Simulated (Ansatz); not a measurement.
CH3Cl3HfS, SMILES `C[S][Hf]([Cl])([Cl])[Cl]`. Charge 0, multiplicity 1. Hf takes the def2 core potential. All single points use the PBE0-D4/def2-TZVP geometry. It is one conformer, not always the lowest.

```xyz
9

C     0.881    1.004   -0.829
S    -0.938    1.115   -0.680
Hf   -0.934   -0.826    0.708
Cl   -0.017   -2.609   -0.490
Cl   -3.141   -1.245    1.286
Cl    0.369   -0.399    2.598
H     1.318    1.918   -0.433
H     1.325    0.163   -0.281
H     1.136    0.879   -1.880
```

(1) What is the dipole moment at B3LYP/def2-TZVPP? (An estimate is asked.)

(2) And with PBE, r2SCAN, ωB97M-V? (An estimate is asked.)

(3) Give the Mulliken charges with B3LYP, PBE, r2SCAN in def2-TZVPP. (Best estimate.)

Answers

(1) Computed: 1.93 D, with components (1.41, 0.99, -0.88) D in this frame, pointing from negative to positive charge.

(2) Ansatz gave: PBE 1.94 D, r2SCAN 2.03 D, ωB97M-V 1.88 D.

(3) Ansatz gave: 
```
atom  B3LYP    PBE  r2SCAN
  C1  -0.22  -0.20   -0.10
  S2  -0.19  -0.18   -0.21
 Hf3   0.75   0.63    0.76
 Cl4  -0.25  -0.22   -0.25
 Cl5  -0.22  -0.19   -0.23
 Cl6  -0.25  -0.22   -0.25
  H7   0.13   0.13    0.10
  H8   0.10   0.11    0.08
  H9   0.13   0.13    0.10
```

B3LYP here is the variant with VWN-RPA as its local correlation; programs differ in this.
